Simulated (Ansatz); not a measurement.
System: sum formula HSO₃, net charge 0, doublet state. It need not be the lowest isomer of its formula. SMILES: [O][SH](=O)=O
Structure (B3LYP-D3(BJ)/def2-TZVP (Ansatz, a quantum-chemistry and plane-wave program) minimum search):
```xyz
5

O     -0.9082    -0.6011    -0.8965
S     -0.0868    -0.0670     0.1818
O     -0.1101     1.3892     0.2183
O      1.2716    -0.5925     0.1475
H     -0.6381    -0.4927     1.3365
```
Charge 0, spin multiplicity 2.

### Question
Give the harmonic wavenumbers at B3LYP-D3(BJ)/def2-TZVP (Ansatz, finite differences of forces, unscaled).

### Answer
170, 171, 586, 969, 969, 1077, 1131, 1131, 2609 cm⁻¹. Zero-point energy 12.6 kcal/mol.

### Question
From these and the geometry, give the ideal-gas thermochemistry at 298.15 K and 1 atm (rigid rotor, harmonic oscillator).

### Answer
Point group C3v, rotational symmetry number 3. Rotational constants 9.599, 9.599, 5.408 GHz. S(trans) 39.09, S(rot) 21.80, S(vib) 5.72, S(elec, spin only) 1.38, S 68.0 cal/(mol K). H(298) - H(0) 3.34 kcal/mol; G - E(el) -4.3 kcal/mol.
